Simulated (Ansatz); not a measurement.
`CN1[SiH2]C1O` → `C/C(O)=N\[SiH3]`  (isomerisation)

Computed with Ansatz on PBE0-D4/def2-TZVP structures; ΔE is electronic, products minus reactants. CCSD(T)/CBS adds triple-zeta CCSD(T) − MP2 to the extrapolated MP2 energy (def2 sets, frozen cores). DFT in def2-TZVPP. B3LYP here is the variant with VWN-RPA as its local correlation; programs differ in this. One conformer a species, not always the lowest.

CCSD(T)/CBS gives -43.1 kcal/mol.

(1) Another level gave -44.9 kcal/mol. Which?
A. HF/def2-TZVPP
B. MP2/def2-TZVPP
C. PBE-D4/def2-TZVPP
D. B3LYP-D4/def2-TZVPP

Largest T1 diagnostic among the species: 0.013.

## Answers

(1) D. B3LYP-D4 -44.9, PBE-D4 -40.0, MP2/def2-TZVPP -43.2, HF/def2-TZVPP -52.7 kcal/mol.

In def2-TZVPP, CCSD(T) changes the Hartree–Fock value by +8.7 kcal/mol (the triples alone add +0.5 kcal/mol) and MP2 by +9.4 kcal/mol. From PBE to PBE0 (25 % exact exchange), in def2-TZVPP and without D4, ΔE moves by −0.9 kcal/mol.
